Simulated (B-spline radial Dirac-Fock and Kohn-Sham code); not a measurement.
**The L3-M23M23 Auger spectrum of Er²⁺**

System: Er²⁺, configuration [Xe] 4f12, inside a Watson sphere of charge -2 and radius 2.2 Å (a model of the Madelung potential; inside it an electron's potential energy is raised by 13.1 eV).

The computed values come from a radial finite-basis atomic code: relaxed Dirac-Fock hole states (ΔSCF) with Breit and QED corrections and a finite nucleus. The two-hole levels come from diagonalising the Coulomb interaction among the jj configurations; intensities are independent-particle Coulomb rates. Kinetic energies are from the vacuum level. The model has no electron correlation. Open outer shells are spectators and are not coupled to the holes.

| kinetic energy (eV) | J | leading jj holes (weight) | leading LS term (weight) | intensity (%) |
| --- | --- | --- | --- | --- |
| 4279.8 | 0 | M2M2 (1.00) | ³P0 (0.63) | 0.3 |
| 4478.2 | 2 | M2M3 (1.00) | ¹D2 (0.70) | 30.6 |
| 4487.1 | 1 | M2M3 (1.00) | ³P1 (1.00) | 13.3 |
| 4661.2 | 0 | M3M3 (1.00) | ¹S0 (0.63) | 13.1 |
| 4678.0 | 2 | M3M3 (1.00) | ³P2 (0.70) | 42.7 |

The strongest line, by its leading LS label ³P2, lies at 4678.0 eV. The mean weight of the leading component is 1.00 in jj and 0.73 in LS coupling, so jj labels describe these levels better.
